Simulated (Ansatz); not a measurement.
Input for Ansatz (a quantum-chemistry and plane-wave program): U-wB97X-V/cc-pVTZ on BeH2Se (SMILES [BeH][SeH]), a point of a bond scan (R = 4.719 Å).

Ansatz 0.2 input:
```yaml
crystal:
  periodic: [false, false, false]
  atoms:
    - {symbol: Be, position_ang: [-0.68973544, -0.76066788, -1.41803736]}
    - {symbol: H, position_ang: [-1.20927000, -1.34114003, -2.49064135]}
    - {symbol: Se, position_ang: [0.09181580, 0.16025393, 0.22400564]}
    - {symbol: H, position_ang: [2.50672329, -3.75998879, 1.25630471]}
basis:
  gaussian:
    orbitals: cc-pVTZ
hamiltonian:
  xc: {name: wB97X-V}
magnetization: {spin_polarized: true, initial_magnetization: 0}
```

It printed:

```
WARN ansatz: RAYON_NUM_THREADS=1 ignored (pool sized by the plan → 1); use --threads N
Functional definition: wB97X-V
integrals: 0.04 GiB planned
693 factors; their error is unknown
integrals: 0.07 GiB planned
144 factors; integrals over basis functions are off by at most 8.5e-5 eV
mean field: 0.52 GiB planned
mean field evaluation 1: about -65765.6647 eV, gradient 1.4e1 eV
mean field evaluation 2: about -65758.2948 eV, gradient 3.3e1 eV
mean field evaluation 4: about -65766.1469 eV, gradient 1.3e1 eV
mean field evaluation 8: about -65766.5582 eV, gradient 1.1e1 eV
mean field evaluation 16: about -65775.0004 eV, gradient 4.0e0 eV
mean field evaluation 32: about -65775.4126 eV, gradient 3.4e-1 eV
mean field evaluation 64: about -65775.6388 eV, gradient 2.8e-3 eV
mean field -65775.63876673 eV, -2417.2101403480 hartree, gradient 8.1e-6 eV, S^2 1.002055; 4 other end points of the search recorded, 0 dependent functions left out
reference -65775.63876663 eV, -2417.2101403444 hartree; 20, 20 occupied and 81, 81 virtual orbitals, 693 factors
Total energy: -65775.63876663 eV, -2417.2101403444 hartree
```

The calculation finished and met its thresholds. Its determinant has ⟨S²⟩ = 1.00, a mixture of spin states.

Cost: about 30 core-seconds (a rough figure).
